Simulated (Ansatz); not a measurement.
Ansatz (an electronic-structure program) input (B3LYP-D3(BJ)/def2-TZVP):

Ansatz 0.2 input:
```yaml
crystal:
  periodic: [false, false, false]
  atoms:
    - {symbol: Se, position_ang: [-0.91071869, -0.00309782, 0.67421925]}
    - {symbol: Se, position_ang: [0.91264598, 0.00534543, -0.66824523]}
    - {symbol: H, position_ang: [-1.86754525, -0.03117575, -0.42266735]}
    - {symbol: H, position_ang: [1.86933802, 0.03177723, 0.42842398]}
basis:
  gaussian:
    orbitals: def2-TZVP
hamiltonian:
  xc: b3lyp
  dispersion: d3bj
total_charge: 1
magnetization: {spin_polarized: true, initial_magnetization: 1}
relax: {f_tol: 0.002, max_steps: 150}
```

Output:

```
Functional definition: B3LYP
integrals: 0.05 GiB planned
798 factors; integrals over basis functions are off by at most 2.3e-4 eV
mean field: 0.76 GiB planned
mean field evaluation 1: about -130724.8190 eV, gradient 1.1e1 eV
mean field evaluation 2: about -130725.1129 eV, gradient 9.9e0 eV
mean field evaluation 4: about -130725.5729 eV, gradient 1.7e-1 eV
mean field evaluation 8: about -130725.6074 eV, gradient 3.4e-2 eV
mean field evaluation 16: about -130725.6075 eV, gradient 5.4e-5 eV
mean field -130725.60745308 eV, -4804.0774649015 hartree, gradient 5.4e-5 eV, S^2 0.753629; 0 other end points of the search recorded, 0 dependent functions left out
the calculation of the forces begins
reference -130725.60765346 eV, -4804.0774722653 hartree; 35, 34 occupied and 73, 74 virtual orbitals, 798 factors
relax step   1: F+E_penalty+E_count = -130725.76644018 eV  Δ(F+E_penalty+E_count) = +0.000e0 eV  max|allowed force component| = 1.029e0 eV/Å  Δτ_max = 0.0000 Å  (28 SCF iters, accepted)
these checks for a lower state are left out or cut short: starts, cluster_reference, orbital_swaps, neighbouring_geometries, increment
integrals: 0.05 GiB planned
798 factors; integrals over basis functions are off by at most 2.3e-4 eV
mean field: 0.76 GiB planned
mean field -130725.57272795 eV, -4804.0761887764 hartree, gradient 2.2e-5 eV, S^2 0.753687; 0 other end points of the search recorded, 0 dependent functions left out
the calculation of the forces begins
reference -130725.57292846 eV, -4804.0761961450 hartree; 35, 34 occupied and 73, 74 virtual orbitals, 798 factors
relax step   2: F+E_penalty+E_count = -130725.73372143 eV  Δ(F+E_penalty+E_count) = +3.272e-2 eV  max|allowed force component| = 6.161e-1 eV/Å  Δτ_max = 0.1210 Å  (31 SCF iters, rejected (line search))
these checks for a lower state are left out or cut short: starts, cluster_reference, orbital_swaps, neighbouring_geometries, increment
integrals: 0.05 GiB planned
798 factors; integrals over basis functions are off by at most 2.4e-4 eV
mean field: 0.76 GiB planned
mean field -130725.64246320 eV, -4804.0787514996 hartree, gradient 2.2e-5 eV, S^2 0.753655; 0 other end points of the search recorded, 0 dependent functions left out
the calculation of the forces begins
reference -130725.64266408 eV, -4804.0787588819 hartree; 35, 34 occupied and 73, 74 virtual orbitals, 798 factors
relax step   3: F+E_penalty+E_count = -130725.80161992 eV  Δ(F+E_penalty+E_count) = -3.518e-2 eV  max|allowed force component| = 1.373e-1 eV/Å  Δτ_max = 0.0335 Å  (33 SCF iters, accepted)
these checks for a lower state are left out or cut short: starts, cluster_reference, orbital_swaps, neighbouring_geometries, increment
integrals: 0.05 GiB planned
798 factors; integrals over basis functions are off by at most 2.4e-4 eV
mean field: 0.76 GiB planned
mean field evaluation 32: about -130725.6428 eV, gradient 3.0e-1 eV
mean field -130725.64314191 eV, -4804.0787764417 hartree, gradient 2.1e-5 eV, S^2 0.753658; 0 other end points of the search recorded, 0 dependent functions left out
the calculation of the forces begins
reference -130725.64334280 eV, -4804.0787838242 hartree; 35, 34 occupied and 73, 74 virtual orbitals, 798 factors
relax step   4: F+E_penalty+E_count = -130725.80235527 eV  Δ(F+E_penalty+E_count) = -7.354e-4 eV  max|allowed force component| = 4.537e-3 eV/Å  Δτ_max = 0.0041 Å  (26 SCF iters, accepted)
these checks for a lower state are left out or cut short: starts, cluster_reference, orbital_swaps, neighbouring_geometries, increment
integrals: 0.05 GiB planned
798 factors; integrals over basis functions are off by at most 2.4e-4 eV
mean field: 0.76 GiB planned
mean field -130725.64316491 eV, -4804.0787772871 hartree, gradient 3.9e-5 eV, S^2 0.753658; 0 other end points of the search recorded, 0 dependent functions left out
the calculation of the forces begins
reference -130725.64336581 eV, -4804.0787846700 hartree; 35, 34 occupied and 73, 74 virtual orbitals, 798 factors
relax step   5: F+E_penalty+E_count = -130725.80236042 eV  Δ(F+E_penalty+E_count) = -5.147e-6 eV  max|allowed force component| = 9.735e-4 eV/Å  Δτ_max = 0.0008 Å  (22 SCF iters, accepted)
integrals: 0.05 GiB planned
798 factors; integrals over basis functions are off by at most 2.4e-4 eV
mean field: 0.76 GiB planned
mean field -130725.64316491 eV, -4804.0787772871 hartree, gradient 3.9e-5 eV, S^2 0.753658; 1 other end points of the search recorded, 0 dependent functions left out
the calculation of the forces begins
reference -130725.64336581 eV, -4804.0787846700 hartree; 35, 34 occupied and 73, 74 virtual orbitals, 798 factors
Total energy: -130725.80256131 eV, -4804.0846349968 hartree
Atom 0 at    -0.906557    -0.003259     0.706100 Å, force    -0.000231     0.000280     0.000372 eV/Å
Atom 1 at     0.908424     0.004258    -0.700230 Å, force     0.000219     0.000276    -0.000378 eV/Å
Atom 2 at    -1.849335    -0.030467    -0.436028 Å, force    -0.000962    -0.000296    -0.000325 eV/Å
Atom 3 at     1.851188     0.032318     0.441889 Å, force     0.000974    -0.000260     0.000331 eV/Å
Dipole moment:    -0.000001     0.000089    -0.000001 e Å
```
